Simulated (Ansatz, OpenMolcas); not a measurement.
**OpenMolcas → Ansatz**

This OpenMolcas 26.06 job computes GeSiH3ClO (SMILES [SiH3][O][Ge][Cl]):

job.inp:
```
* ClGeH3OSi Kohn-Sham DFT

&gateway
 baslib
 $CurrDir
 coord
 7
 angstrom
 Si       0.184400       0.664200      -0.614200
 O        0.434500      -0.959500      -0.413800
 Ge       0.076600      -2.215900       0.776900
 Cl      -0.991800      -0.995100       2.277600
 H        0.795900       1.045400      -1.911300
 H       -1.268900       0.965100      -0.643300
 H        0.830700       1.427800       0.482400
 basis
 cc-pVDZ
 group
 NoSym

&seward
 gridinput
 Grid=UltraFine
 End of Grid

&scf
 ksdft
 PBE
 thresholds
 1e-10 1e-07 1e-07 1e-05
 prorbitals
 1 1

&alaska
```

```bash
$ export MOLCAS_MEM=1860
$ pymolcas job.inp > job.log
```

(Basis files named in the input come from the Basis Set Exchange and aren't shown.)

The shape is that of a PBE0-D4/def2-TZVP optimisation. This is one conformer, not always the lowest.

It gives a total energy of -2903.054708 Eh.

Task: How is this level of theory, on these atoms, set up in Ansatz 0.2.0 as an input file of the program's own, asking for the energy?

Result: For example:

in.yaml:
```yaml
crystal:
  periodic: [false, false, false]
  atoms:
    - {symbol: Si, position_ang: [0.184400, 0.664200, -0.614200]}
    - {symbol: O, position_ang: [0.434500, -0.959500, -0.413800]}
    - {symbol: Ge, position_ang: [0.076600, -2.215900, 0.776900]}
    - {symbol: Cl, position_ang: [-0.991800, -0.995100, 2.277600]}
    - {symbol: H, position_ang: [0.795900, 1.045400, -1.911300]}
    - {symbol: H, position_ang: [-1.268900, 0.965100, -0.643300]}
    - {symbol: H, position_ang: [0.830700, 1.427800, 0.482400]}
basis:
  gaussian:
    orbitals: cc-pVDZ
hamiltonian:
  xc: {name: PBE}
accuracy: high
output: {orbitals: {seedname: orbitals}}
```

```bash
$ ansatz run in.yaml --threads 1 --pin off --max-ram 3480MiB --events-out events.jsonl --progress --plain --runs-dir runs
```

Its energy is -2903.054709 Eh, the same as the first but for the last digit, at most.
